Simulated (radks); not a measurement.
Values are calculated unless marked as measured or tabulated.
Bi XL, configuration [Kr] 4d7 5s1 (not the ground configuration).

Code: a radial shooting solver on a logarithmic mesh with Libxc functionals. Model: scalar-relativistic Kohn-Sham, SCAN, spin-polarised, spherical densities, finite nucleus; open shells are filled with parallel spins first (spin-orbit coupling, left out, can overturn this in heavy ions); meta-GGA in the generalised Kohn-Sham scheme; Fermi nuclear charge, rms radius 5.5211 fm.

Energy parts (eV):
| part | energy |
|---|---|
| total | -560461.23 |
| kinetic | 638774.38 |
| electron-nucleus | -1322737.52 |
| Hartree | 132365.18 |
| exchange-correlation | -8863.27 |

Orbitals (lengths in bohr, moments of r in powers of bohr; <r^-3> diverges for s and p1/2):
| orbital | occ. | eigenvalue (eV) | <r> | <1/r> | <r^-3> | <r^2> |
|---|---|---|---|---|---|---|
| 1s up | 1 | -92429.87 | 0.01579 | 103.2 | - | 0.0003464 |
| 1s down | 1 | -92428.88 | 0.01579 | 103.2 | - | 0.0003464 |
| 2s up | 1 | -18046.67 | 0.06646 | 24.28 | - | 0.005241 |
| 2s down | 1 | -18043.46 | 0.06646 | 24.28 | - | 0.005241 |
| 2p up | 3 | -15685.04 | 0.06054 | 21.22 | 31030 | 0.004486 |
| 2p down | 3 | -15681.73 | 0.06054 | 21.22 | 31040 | 0.004485 |
| 3s up | 1 | -5644.060 | 0.1703 | 9.075 | - | 0.03315 |
| 3s down | 1 | -5641.898 | 0.1702 | 9.075 | - | 0.03312 |
| 3p up | 3 | -4963.402 | 0.1720 | 8.192 | 7385 | 0.03430 |
| 3p down | 3 | -4960.804 | 0.1720 | 8.194 | 7385 | 0.03426 |
| 3d up | 5 | -4288.531 | 0.1558 | 7.664 | 886.5 | 0.02830 |
| 3d down | 5 | -4284.700 | 0.1558 | 7.664 | 886.3 | 0.02828 |
| 4s up | 1 | -2427.995 | 0.3507 | 4.234 | - | 0.1382 |
| 4s down | 1 | -2415.569 | 0.3510 | 4.228 | - | 0.1384 |
| 4p up | 3 | -2181.968 | 0.3653 | 3.888 | 2265 | 0.1509 |
| 4p down | 3 | -2169.858 | 0.3655 | 3.882 | 2257 | 0.1511 |
| 4d up | 5 | -1915.276 | 0.3663 | 3.618 | 263.6 | 0.1534 |
| 4d down | 2 | -1902.997 | 0.3662 | 3.618 | 263.6 | 0.1533 |
| 5s up | 1 | -1321.306 | 0.6192 | 2.349 | - | 0.4274 |

The highest occupied level is 5s up at -1321.3 eV. The electron density at the nucleus is 3.218e+06 e/bohr^3 (large components only). The spin density at the nucleus is 5448 e/bohr^3 (1s 6, 2s -11, 3s 16, 4s 46, 5s 5391). Spin moment in Bohr magnetons: 4. Summed over all electrons, <r^2> = 3.277 bohr^2, which gives a Langevin (diamagnetic) susceptibility term of -2.6 x 10^-6 cm^3/mol.

Empty levels of this run are not shown, since the potential may be unsettled where no density lies.
